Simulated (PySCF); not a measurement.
Coordinates in bohr (charge 0 multiplicity 2):
```
Ga    0.0000    0.0000    0.0000
Cl    0.0000    0.0000    4.2691
Cl    0.0000    0.0000   -4.2691
```

These are results of PySCF, UPBE, basis Ga def2-TZVP, Cl def2-TZVP (no relativity, density fitting), not measurements.

This geometry of GaCl2 is a stationary point at this level.

(1) What is the point group?

(2) Is it a minimum?

(3) List the harmonic modes with their infrared intensities.

(4) What are the dipole moment and the gap between the highest occupied and lowest empty levels of either spin?

Results:

(1) D∞h.

(2) No: it has 2 imaginary modes (one degenerate set), at 119i cm⁻¹ (πu).

(3) 
| symmetry | ω (cm⁻¹) | IR (km/mol, summed over degenerate members) |
| --- | --- | --- |
| πu | 119i | – |
| σg+ | 277 | 0.0 |
| σu+ | 342 | 136 |

(4) 0.00 D and 0.64 eV.

Only a few start shapes were tried, so a lower isomer may exist. At this level a doublet minimum of C2v symmetry lies 45 kJ/mol below this structure.
